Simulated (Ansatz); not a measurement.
Zn8S7Cl2⁻. Charge -1, multiplicity 2. Geometry r2SCAN-D4/def2-SVP, that of the neutral singlet; atoms count from 1.

Cartesian coordinates in Å:
```
S -0.805 1.007 -3.756
Zn -1.748 -0.326 -2.297
Zn 0.883 0.514 -2.430
S 0.368 0.916 -0.108
S -1.419 -2.314 -1.182
Zn -1.256 -0.803 0.569
Zn -1.478 2.248 0.209
S -1.945 3.435 2.021
S -0.866 -0.642 2.884
Zn -1.373 1.513 2.804
S 2.596 -1.033 -2.152
Zn 0.847 -2.104 -1.107
Zn 3.126 -0.394 -0.038
S 3.439 0.306 1.987
Zn 1.308 -0.319 2.064
Cl -3.154 0.665 -0.490
Cl 1.477 -2.668 1.023
```

Single mean-field runs in def2-TZVP are fitted with def2-universal-jkfit.

Question: Estimate the Mulliken populations from the PBE0/def2-TZVP orbitals of Ansatz.

Answer: 
| atom | charge (e) | spin (α − β) | d electrons |
| --- | --- | --- | --- |
| S1 | -0.54 | 0.00 | – |
| Zn2 | 0.41 | 0.03 | 10.08 |
| Zn3 | 0.36 | 0.06 | 10.08 |
| S4 | -0.43 | -0.01 | – |
| S5 | -0.47 | 0.00 | – |
| Zn6 | 0.56 | 0.12 | 10.09 |
| Zn7 | 0.22 | 0.41 | 10.06 |
| S8 | -0.47 | -0.03 | – |
| S9 | -0.42 | 0.00 | – |
| Zn10 | 0.16 | 0.26 | 10.03 |
| S11 | -0.45 | 0.00 | – |
| Zn12 | 0.45 | 0.07 | 10.09 |
| Zn13 | 0.33 | 0.01 | 10.06 |
| S14 | -0.49 | 0.02 | – |
| Zn15 | 0.42 | 0.08 | 10.10 |
| Cl16 | -0.33 | 0.00 | – |
| Cl17 | -0.34 | 0.00 | – |
Mulliken values depend strongly on the basis.

Question: Where does the spin sit?

Answer: Summed by element: S -0.03, Zn 1.03, Cl 0.00, of 1 unpaired in all. Largest on single atoms: Zn7 0.41, Zn10 0.26, Zn6 0.12.

Question: And the Mayer bond orders between heavy atoms (over 0.3)?

Answer: S1–Zn2 1.02 (2.19 Å); S1–Zn3 1.02 (2.20 Å); Zn2–S5 0.81 (2.30 Å); Zn2–Cl16 0.40 (2.49 Å); Zn3–S4 0.56 (2.41 Å); Zn3–S11 0.68 (2.32 Å); S4–Zn6 0.49 (2.46 Å); S4–Zn7 0.64 (2.30 Å); S5–Zn6 0.56 (2.32 Å); S5–Zn12 0.82 (2.28 Å); Zn6–S9 0.61 (2.35 Å); Zn7–S8 0.96 (2.22 Å); Zn7–Cl16 0.41 (2.41 Å); S8–Zn10 1.19 (2.15 Å); S9–Zn10 0.92 (2.22 Å); S9–Zn15 0.68 (2.35 Å); S11–Zn12 0.69 (2.30 Å); S11–Zn13 0.82 (2.27 Å); Zn12–Cl17 0.61 (2.29 Å); Zn13–S14 1.18 (2.17 Å); S14–Zn15 0.91 (2.22 Å); Zn15–Cl17 0.30 (2.58 Å).
